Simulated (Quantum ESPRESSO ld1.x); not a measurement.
All-electron atom: the lithium ion Li2+ in 1s0.75 2p0.25 (fractional occupations, a model configuration). Method: scalar-relativistic Kohn-Sham, LDA (Slater exchange, VWN5 correlation), spin-polarised, spherical densities, point nucleus; open shells are filled with parallel spins first; computed with ld1.x of Quantum ESPRESSO 7.5.

Radial electron density D(r) = 4 pi r^2 rho(r):

| r (bohr) | D(r) (e/bohr) |
|---|---|
| 0.02231 | 0.03559 |
| 0.02725 | 0.05153 |
| 0.03302 | 0.07307 |
| 0.04001 | 0.1028 |
| 0.04848 | 0.1435 |
| 0.05921 | 0.2006 |
| 0.07175 | 0.2731 |
| 0.08693 | 0.3658 |
| 0.1053 | 0.4806 |
| 0.1287 | 0.6229 |
| 0.1559 | 0.7759 |
| 0.1889 | 0.9336 |
| 0.2289 | 1.077 |
| 0.2795 | 1.186 |
| 0.3387 | 1.222 |
| 0.4104 | 1.171 |
| 0.4973 | 1.031 |
| 0.6074 | 0.8155 |
| 0.7359 | 0.5871 |
| 0.8917 | 0.3886 |
| 1.08 | 0.2519 |
| 1.32 | 0.1757 |
| 1.599 | 0.1405 |
| 1.937 | 0.1139 |
| 2.348 | 0.08229 |
| 2.867 | 0.04715 |
| 3.474 | 0.02098 |
| 4.21 | 0.006706 |
| 5.101 | 0.001440 |
| 6.23 | 0.0001748 |

D(r) has 1 maximum, at r = 0.336 bohr.
